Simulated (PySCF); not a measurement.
Numbering as in the mapped SMILES `[CH3:1][C:2]1([CH:3]2[CH2:4][CH2:5]2)[CH:6]=[CH:7]1`. Each H is labelled by its parent atom. Ha(C4), Ha(C5) are cis to C2 on the ring; Hb(C4), Hb(C5) are trans to C2 on the ring.

Method: shielding tensors at PBE0/pcSseg-1 (GIAO), coordinates at the GFN2-xTB level, in PySCF 2.14.0 with density-fitted response routines (non-relativistic, one conformer, one averaged value for each set of equivalent atoms, no solvent model).

Shifts are taken against calculated references (same method and geometry level): TMS for $^{13}$C (186.93 ppm) and $^{1}$H (31.72 ppm).

| atoms | nucleus | count | δ (ppm) |
| --- | --- | --- | --- |
| H(C1) | $^{1}$H | 3 | 1.41 |
| Hb(C4)/Hb(C5) | $^{1}$H | 2 | ? |
| C6/C7 | $^{13}$C | 2 | 131.8 |
| H(C3) | $^{1}$H | 1 | 1.10 |
| Ha(C4)/Ha(C5) | $^{1}$H | 2 | -0.14 |
| C2 | $^{13}$C | 1 | 26.2 |
| C3 | $^{13}$C | 1 | ? |
| C4/C5 | $^{13}$C | 2 | ? |
| H(C6)/H(C7) | $^{1}$H | 2 | 7.54 |
| C1 | $^{13}$C | 1 | 29.9 |

**Question.** Fill in the missing shifts.

**Answer.** 
- C3: 21.7 ppm, three-membered-ring carbon; carbons of three-membered rings are unusually shielded
- C4/C5: 5.9 ppm, three-membered-ring carbon; carbons of three-membered rings are unusually shielded
- Hb(C4)/Hb(C5): 0.31 ppm, hydrogen on a three-membered-ring carbon; cyclopropane-type protons are shielded by the ring

Shifts are as computed. Against solution values, carbons near 30 ppm lie about +3 ppm off and those near 130 ppm about +5 ppm. Of 1211 compounds with measured shifts, 218 miss one by over three times the rms of a fit or turn the order of signals round; such compounds aren't used in these exercises.
